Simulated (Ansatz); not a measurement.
CH₃BOS, SMILES `SB1CO1` at its PBE0-D4/def2-TZVP geometry, where that method's forces vanish. Total charge 0; spin multiplicity 1.

```xyz
7

S    -0.1116    0.8138   -1.9595
B     0.0009    0.1133   -0.3380
C    -0.2851   -0.0010    1.1363
O     0.5874   -0.8965    0.3124
H     0.7025   -0.0837   -2.5452
H     0.2734    0.5622    1.8783
H    -1.1674   -0.5082    1.5158
```

What forces (eV/Å) does B3LYP-D4/def2-TZVPP give on these atoms in the Gaussian-basis code of Ansatz? (An estimate is asked.)

The calculation gave: 
```
S1   0.003  0.029 -0.099
B2  -0.009  0.005  0.020
C3  -0.237  0.215  0.307
O4   0.236 -0.261 -0.168
H5  -0.002  0.012 -0.028
H6  -0.051 -0.041 -0.030
H7   0.059  0.041 -0.002
```

B3LYP here is the variant with VWN-RPA as its local correlation; programs differ in this.
